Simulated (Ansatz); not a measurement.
Molecule: C$_{6}$H$_{6}$N, charge 0, multiplicity 2. It need not be the lowest isomer of its formula. 
Geometry from a B3LYP-D3(BJ)/def2-TZVP (Ansatz, a program for electronic structure) optimisation:
SMILES: N#CC1=C[CH]CC1
```xyz
13

C     -1.6736    -0.9708     0.4533
C     -1.7909     0.5244     0.4096
C     -0.5953     1.1058     0.0912
C      0.3967     0.1288    -0.1026
C     -0.1883    -1.2486     0.1060
C      1.7303     0.3670    -0.4379
N      2.8432     0.5405    -0.7165
H     -2.3554    -1.4456    -0.2585
H     -1.9434    -1.3637     1.4381
H     -2.7089     1.0585     0.6067
H     -0.4193     2.1676    -0.0029
H      0.3322    -1.7788     0.9070
H     -0.0805    -1.8609    -0.7923
```
Charge 0, spin multiplicity 2.

Computed values are from Ansatz. Valence correlation only, unless marked. UHF or UKS for open shells. No spin-orbit coupling. No relativistic terms. CBS marks a two-point X^-3 extrapolation of the correlation energy; Hartree-Fock from the larger set.

The UHF reference is spin-contaminated (<S^2> 0.33 over the pure value in the largest basis). 

**Question.** What is the dipole moment at CCSD(T)/aug-cc-pVDZ?

**Answer.** 4.72 D.

**Question.** What is the T1 diagnostic at CCSD/cc-pVQZ?

**Answer.** 0.030.

**Question.** What is the atomisation energy De at CCSD(T)/CBS(cc-pVTZ,cc-pVQZ)?

**Answer.** 1428.2 kcal/mol.

**Question.** What is the total energy at CCSD(T)/CBS(cc-pVTZ,cc-pVQZ)?

**Answer.** -286.5426 Eh.
